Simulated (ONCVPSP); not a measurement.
**Pseudopotential generation for Zn (Z = 30): ONCV, LDA (Perdew-Wang 92), scalar-relativistic.**

ONCVPSP 4.0.1 input, shortened (lines: element, Z, core and valence counts, functional; n l f; lmax; l rc ep ncon nbas qcut; lloc lpopt rc5 dvloc0; l nproj debl; icmod fcfact rcfact), LDA (Perdew-Wang 92), scalar-relativistic:

```
  Zn 30.00    3    5  -001012      upf
    1    0    2.00
    2    0    2.00
    2    1    6.00
    3    0    2.00
    3    1    6.00
    3    2   10.00
    4    0    1.75
    4    1    0.25
    2
    0    1.20    0.00    3    7   12.20
    1    1.00    0.00    3    6   16.00
    2    1.00    0.00    4    9   17.30
    2    5    1.00    0.00
    0    2    0.70
    1    2    0.50
    2    0    0.90
    2    0.30    1.20
```

All-electron outer shells of the reference configuration (LDA (PZ), scalar-relativistic, ld1.x):

| shell | level (eV) | outermost node (bohr) | outermost maximum (bohr) |
| --- | --- | --- | --- |
| 2s | -1156.76 | 0.07 | 0.19 |
| 2p | -1004.04 | – | 0.15 |
| 3s | -129.23 | 0.28 | 0.59 |
| 3p | -83.86 | 0.25 | 0.59 |
| 3d | -11.01 | – | 0.56 |
| 4s | -6.62 | 0.85 | 2.06 |
| 4p | -1.54 | 0.92 | 3.00 |

What the tests gave:

| Property | Result |
| --- | --- |
| Cutoffs needed | 108 Ha and 122 Ha (the cutoffs (Ha) at which the residual kinetic energy of the hardest occupied pseudo-wave falls to 1 and 0.1 mHa per electron) |
| Ghost test | no bound ghost flagged; GHOST(+) flags only above 600 eV |
| Configuration tests | 1 of 4 tests not solved or not reliable |
| rms error of d²Exc/dni dnj | 2.15 mHa without and 1.00 mHa with the model core |

Generation and tests took about 4 s on one core of a shared server CPU.
